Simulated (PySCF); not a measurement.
Co (cobalt, neutral) across methods

[Ar] 3d6 4s2 4p1, one real determinant (an excited configuration). All numbers are calculated (PySCF 2.14, the non-relativistic Hamiltonian (point nucleus), in aug-cc-pwCVTZ).

```
method  E (hartree)  mean ε 4s α (eV)  mean ε 4s β (eV)  mean ε 4p α (eV)  Σ⟨r²⟩ (bohr²)   ⟨S²⟩
 M06-L    -1382.412            -8.039            -6.658            -3.021          43.92  8.763
   UHF  -1381.22648           -11.307            -8.764            -5.817          45.97  8.761
   PBE    -1382.212            -8.017            -6.682            -3.154          45.00  8.757
  PBE0    -1382.251            -9.018            -7.433            -3.968          44.78  8.759
   LDA    -1379.880            -8.211            -6.917            -3.152          44.69  8.756
   M06    -1382.416            -8.988            -7.677            -3.597          44.46  8.758
r2SCAN    -1382.448            -8.280            -6.780            -3.400          44.53  8.764
```

(1) Estimate the same row for BP86.

⟨L²⟩ = 8.03 against 12 for a pure F term, so this real determinant mixes terms.

## Answers

(1) E (hartree) = -1382.663; mean ε 4s α (eV) = -8.149; mean ε 4s β (eV) = -6.870; mean ε 4p α (eV) = -3.229; Σ⟨r²⟩ (bohr²) = 44.75; ⟨S²⟩ = 8.757.
